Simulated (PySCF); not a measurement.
A structure optimised at B3LYP-D3(BJ)/def2-SVP, used in a PySCF frequency run:

```
Ge
F 1 1.7214
F 1 1.7233 2 106.78
F 1 1.7233 2 106.78 3 -111.04
Se 1 2.3203 2 109.66 4 -124.48
H 5 1.4781 1 90.10 2 180.00
```
Charge 0, spin multiplicity 1.

Problem. Write its SMILES, formula and point group.

Solution. [F][Ge]([F])([F])[SeH], F3GeHSe, Cs

Problem. What are its rotational constants (standard atomic weights)?

Solution. 3.4686, 1.1956, 1.1813 GHz
